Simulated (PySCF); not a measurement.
Compound: GaH2(CN), CH2GaN.
SMILES: `N#[C][GaH2]`

The closed-shell ground state was solved at several levels (PySCF, density fitting, gas phase). Geometry: PBE0-D3(BJ)/def2-SVP; no solvent, vibrations or thermal averaging. The calculation is non-relativistic and has no spin–orbit coupling, an omission that weighs most on gallium.

```csv
level,basis functions,HOMO (eV),LUMO (eV),gap (eV),dipole (D)
CAM-B3LYP/def2-SVPD,94,-10.67,-1.81,8.86,3.86
PBE0/pcSseg-1 (pcSseg-2 on Ga),107,-9.26,-2.69,6.57,3.78
B3LYP/pcSseg-1 (pcSseg-2 on Ga),107,-9.03,-2.98,6.05,3.75
PBE/pcSseg-1 (pcSseg-2 on Ga),107,-7.97,-3.50,4.47,3.60
```

Task: What might PBE/pcJ-1 (pcSseg-1 on Ga) (115 basis functions) give for the same quantities?

Result: HOMO -8.00 eV, LUMO -3.53 eV, gap 4.47 eV, dipole 3.51 D.

Task: In the pcSseg-1 (pcSseg-2 on Ga) basis, how does the gap go with the fixed share of exact exchange?

Result: PBE (0 %) 4.47 eV; B3LYP (20 %) 6.05 eV; PBE0 (25 %) 6.57 eV. Each rise in the share widens the gap here.

Task: How far do the dipole and the HOMO energy spread over the levels?

Result: The dipole runs from 3.51 to 3.86 D (mean 3.70 D) and the HOMO from -10.67 to -7.97 eV.
